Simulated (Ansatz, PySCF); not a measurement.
System: CNO, net charge 0, doublet state. It need not be the lowest isomer of its formula. 
Geometry from a B3LYP-D3(BJ)/def2-TZVP (Ansatz, a first-principles code) optimisation:
```
C
O 1 1.1754
N 1 1.2216 2 180.00
```
Charge 0, spin multiplicity 2.

Total electronic energies in hartree. Valence correlation only, unless marked. UHF or UKS for open shells. No spin-orbit coupling. Non-relativistic unless marked X2C. CBS(X,Y): correlation extrapolated as X^-3; Hartree-Fock from the larger set.

| level | program | energy (Eh) |
|---|---|---|
| HF/6-31G | Ansatz | -167.03577 |
| HF/aug-cc-pVTZ | Ansatz | -167.19266 |
| RI-HF/aug-cc-pVTZ | Ansatz | -167.19259 |
| RI-HF/aug-cc-pVQZ | Ansatz | -167.20304 |
| RI-HF/cc-pVQZ | Ansatz | -167.20254 |
| BLYP-D4/def2-TZVPD | Ansatz + dftd4 | -168.06103 |
| BP86-D4/def2-TZVPD | PySCF + dftd4 | -168.08045 |
| B3LYP-D4/def2-TZVPD | Ansatz + dftd4 | -168.07698 |
| PBE0-D3(BJ)/def2-TZVP | Ansatz + dftd3 | -167.88591 |
| SCS-MP2/6-31G | Ansatz | -167.30620 |
| CCSD/6-31G* | Ansatz | -167.56221 |
| CCSD(T)/STO-3G | Ansatz | -165.10023 |
| CCSD(T)/cc-pVTZ | Ansatz | -167.75065 |
| X2C-CCSD(T)/cc-pVTZ-DK | Ansatz | -167.84647 |
| CCSD(T)/CBS(cc-pVTZ,cc-pVQZ) | Ansatz | -167.8253 |

Totals of different functionals don't rank their quality; only differences between species are comparable.
